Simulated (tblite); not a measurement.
Isomers of C5H10FOP. Level: GFN2-xTB in tblite, geometry and Hessian alike; calculated harmonic values, unscaled, isolated species. Against measured fundamentals such values can be off by several per cent, at times by over 20. Modes of hydrogen on phosphorus can be 10 to 20 % off. One conformer each.

Electronic energies: GFN2-xTB at the same geometries; isomer energies are rough at this level and their order can be wrong.

| SMILES | electronic energy, lowest = 0 (kcal/mol) |
| --- | --- |
| COCC/P=C(\C)F | 26.8 |
| CO[C@@H]1PCC[C@@H]1F | 0.0 |
| CC(C)/C(F)=P\CO | 24.2 |

Q: How do GFN2-xTB zero-point energies change the relative energies?

A: 
```csv
SMILES,ZPE (kcal/mol),of it from modes above 1550 cm⁻¹,electronic (kcal/mol),"with ZPE, lowest = 0 (kcal/mol)",lowest mode (cm⁻¹),rings
CO[C@@H]1PCC[C@@H]1F,89.6,41.3,0.0,0.0,49,1
CC(C)/C(F)=P\CO,89.7,43.8,24.2,24.3,31,0
COCC/P=C(\C)F,89.1,42.4,26.8,26.3,35,0
```

The zero-point energies span 0.6 kcal/mol, from `COCC/P=C(\C)F` to `CC(C)/C(F)=P\CO`. The order is unchanged.

Q: What do entropy and thermal enthalpy add at 298.15 K and 1 bar (rigid rotor, harmonic oscillator, one conformer each)?

A: 
```json
{"SMILES": "CO[C@@H]1PCC[C@@H]1F", "point group": "C1", "symmetry number": "1", "S (cal/(mol K))": "92.3", "H − H(0) (kcal/mol)": "6.12", "ZPE + H − H(0) − TS (kcal/mol)": "68.2"}
{"SMILES": "CC(C)/C(F)=P\\CO", "point group": "C1", "symmetry number": "1", "S (cal/(mol K))": "100.9", "H − H(0) (kcal/mol)": "7.19", "ZPE + H − H(0) − TS (kcal/mol)": "66.8"}
{"SMILES": "COCC/P=C(\\C)F", "point group": "C1", "symmetry number": "1", "S (cal/(mol K))": "101.6", "H − H(0) (kcal/mol)": "7.14", "ZPE + H − H(0) − TS (kcal/mol)": "66.0"}
```
